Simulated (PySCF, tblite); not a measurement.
Isomers of C4H13NO2Si2, one GFN2-xTB conformer each. Single-point energies are computed at PBE0/pcSseg-1 (PySCF, gas phase, no added dispersion term), electronic only.

Task: Rank them by PBE0/pcSseg-1 energy, lowest first (kJ/mol).
A. `[CH2:1]=[C:2]([O:3][CH3:4])[Si@H:5]([OH:6])[SiH2:7][NH:8][CH3:9]` with C1–C2–O3–C4 -1°, C1–C2–Si5–O6 164°, C2–Si5–O6–H 29°, C2–Si5–Si7–N8 -149°, Si5–Si7–N8–C9 -55°
B. `[NH2:1][C:2](=[O:3])[SiH2:4][C@H:5]([SiH3:6])[CH2:7][CH2:8][OH:9]` with H–N1–C2–O3 176° and 1°, N1–C2–Si4–C5 79°, C2–Si4–C5–Si6 67°, Si4–C5–C7–C8 -60°, C5–C7–C8–O9 77°
C. `[OH:1][Si@@H:2]([O:3][CH2:4][SiH3:5])[C@H:6]1[CH2:7][CH2:8][NH:9]1` with H–O1–Si2–O3 -153°, O1–Si2–O3–C4 -55°, Si2–O3–C4–Si5 92°, O1–Si2–C6–C7 -55°, Si2–C6–C7–C8 122°, C6–C7–C8–N9 -12°, C7–C8–N9–C6 12°, Si2–C6–N9–C8 -132°

Result: C (0.0), A (36.6), B (40.9).

As drawn, the lowest has a four-membered ring and an Si–O bond, which the highest lacks; the highest has a C=O bond and a C(=O)–N unit, which the lowest lacks. Neighbours under 10 kJ/mol apart (C=C(OC)[Si@H](O)[SiH2]NC and NC(=O)[SiH2][C@H]([SiH3])CCO) can change places with a better method, another conformer or zero-point energy. GFN2-xTB itself gives, in the same order: 0.0, 104.9, 218.0. Both levels put the same isomer lowest; measured from each level's own lowest isomer, the values differ by up to 177.1 kJ/mol (NC(=O)[SiH2][C@H]([SiH3])CCO: 218.0 against 40.9).

Task: Which frontier levels, dipoles and rotational constants go with these structures?

Result: 
```json
{"SMILES": "O[Si@@H](OC[SiH3])[C@H]1CCN1", "HOMO (eV, PBE0/pcSseg-1)": "-6.42", "LUMO (eV)": "0.85", "dipole (D)": "1.81", "A, B, C (MHz)": "2405, 580.3, 560.0"}
{"SMILES": "C=C(OC)[Si@H](O)[SiH2]NC", "HOMO (eV, PBE0/pcSseg-1)": "-6.45", "LUMO (eV)": "-0.03", "dipole (D)": "1.35", "A, B, C (MHz)": "2546, 546.4, 484.9"}
{"SMILES": "NC(=O)[SiH2][C@H]([SiH3])CCO", "HOMO (eV, PBE0/pcSseg-1)": "-6.55", "LUMO (eV)": "0.09", "dipole (D)": "6.17", "A, B, C (MHz)": "1094, 1080, 667.1"}
```

Task: What happens when harmonic zero-point energies from GFN2-xTB frequencies are added?

Result: 
| SMILES | ZPE (kJ/mol) | electronic (kJ/mol) | with ZPE (kJ/mol) |
| --- | --- | --- | --- |
| O[Si@@H](OC[SiH3])[C@H]1CCN1 | 435.6 | 0.0 | 0.0 |
| C=C(OC)[Si@H](O)[SiH2]NC | 432.7 | 36.6 | 33.7 |
| NC(=O)[SiH2][C@H]([SiH3])CCO | 425.9 | 40.9 | 31.2 |

The zero-point energies span 9.7 kJ/mol. The lowest isomer stays, but the order above it changes.
